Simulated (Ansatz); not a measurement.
Mulliken charges of `[NH2][Ge]([F])[F]` radical from r2SCAN/def2-TZVPP in Ansatz (PBE0-D4/def2-TZVP geometry).

```csv
atom,x (Å),y (Å),z (Å),charge (e)
N1,-0.210,0.852,-0.338,-0.349
Ge2,-0.063,-0.777,0.495,0.748
F3,1.531,-0.793,1.183,-0.356
F4,-0.040,-1.944,-0.791,-0.356
H5,-0.119,1.642,0.290,0.156
H6,-1.056,0.957,-0.885,0.156
```

Task: By hand: the dipole of these point charges (1 e Å = 4.8032 D).

Result: Σ q r = (-0.688, 0.501, 0.256) e Å, of length 0.889 e Å = 4.27 D.

Task: How does the dipole of the full density compare? (Best estimate.)

Result: The calculation gave: (-0.549, 0.536, 0.125) e Å, 3.73 D; the point charges give 1.14 times that, at 11° from its direction.

Point charges leave out the atoms' own dipoles, such as those of lone pairs, and Mulliken's split depends on the basis, so the close match here is no proof of good charges.
